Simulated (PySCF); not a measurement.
## N³⁺ (nitrogen, charge +3): UHF calculation

Configuration: [He] 2s2, closed-shell 1S. Calculation: PySCF 2.14, in dyall-av3z (15s9p3d2f, 71 functions); the non-relativistic Hamiltonian (point nucleus).

```json
{
  "Total energy": "-51.082165 hartree",
  "One-electron energy": "-60.3906 hartree",
  "Hartree (Coulomb) energy": "14.4437 hartree",
  "Exchange energy": "-5.1353 hartree",
  "Kinetic energy": "51.08238 hartree",
  "⟨S²⟩": "0.0000",
  "⟨L²⟩": "0.000",
  "Sum of ⟨r⟩": "2.678 bohr",
  "Sum of ⟨r²⟩": "3.042 bohr²",
  "Density at the nucleus (Gaussians lack the cusp)": "209 bohr⁻³",
  "Langevin diamagnetic susceptibility": "-2.41 ×10⁻⁶ cm³/mol",
  "Time after the integrals": "0.33 s of wall time on 1 thread of Neoverse-V1 (shared host)"
}
```

| shell | electrons | mean orbital energy (eV) | rms radius, mean of both spins (bohr) |
| --- | --- | --- | --- |
| 1s | 2 | -493.07 | 0.263 |
| 2s | 2 | -75.286 | 1.20 |
